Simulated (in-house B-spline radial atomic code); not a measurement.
The numbers below are computed, except where a source is named.
**Sb ion on Ge atom: potential, deflection and energy transfer**

The pair potential comes from two frozen, spherical free-atom densities (PBE, B-spline radial code, scalar-relativistic past argon): electrostatics plus the change in Thomas-Fermi kinetic and Dirac exchange energy where they overlap, the recipe behind the universal ZBL potential, which averages such potentials (from solid-state densities) over many pairs. It is written V = (Z1 Z2 e²/r) φ(r/a), with e² = 14.3996 eV·Å and a = 0.46850 Å/(Z1^0.23 + Z2^0.23); ZBL's fit is φ = 0.18175 e^(−3.1998x) + 0.50986 e^(−0.94229x) + 0.28022 e^(−0.4029x) + 0.02817 e^(−0.20162x). Where φ falls below 4e-4 it is continued as an exponential.

Masses 121.76 and 72.63 u.

```csv
x = r/a,"φ, this pair","φ, ZBL"
0.1,0.8879,0.8928
0.25,0.7635,0.7647
0.5,0.6129,0.6096
1,0.4203,0.4164
1.5,0.3023,0.2995
2,0.2247,0.2218
3,0.1322,0.1292
4,0.08235,0.08026
5,0.05282,0.05224
6.5,0.02925,0.02914
8,0.01716,0.01705
10,0.008726,0.008778
12,0.004751,0.00474
14.5,0.002426,0.002328
17,0.001287,0.001212
20,0.0006029,0.0005882
```

**Question.** At x = 2 the electrostatic, kinetic and exchange parts are 13130.31, 13831.66 and -538.24 eV. Find r, V and φ.

**Answer.** a = 0.46850/(2.4703 + 2.2191) = 0.09991 Å, so r = 0.19981 Å. V = 13130.31 + 13831.66 + (-538.24) = 26423.73 eV. The bare repulsion is 51 × 32 × 14.3996/0.19981 = 117610 eV, so φ = 0.2247, +1.3 % against ZBL's 0.2218. The kinetic (Pauli) term is 52 % of V here.

**Question.** The ion comes in at 62.96 keV with impact parameter 0.4995 Å. The scattering integral gives a centre-of-mass angle of 10.92° and a closest approach of 5.244 a. What are the reduced energy, the energy passed on and the laboratory angles?

**Answer.** ε = E a M2/(Z1 Z2 e² (M1 + M2)) = 62960 × 1.5884e-06 = 0.1. The most that one collision can pass on is γE with γ = 4 M1 M2/(M1 + M2)² = 0.9361. Here T = γE sin²(θ/2) = 0.9361 × 62960 × 0.00905 = 533.3 eV. The ion turns by arctan(sin θ/(cos θ + M1/M2)) = 4.1°, and the struck atom leaves at (180° − θ)/2 = 84.5°. The closest approach is 0.524 Å. With ZBL the angle would be 10.78° and T = 520.3 eV.
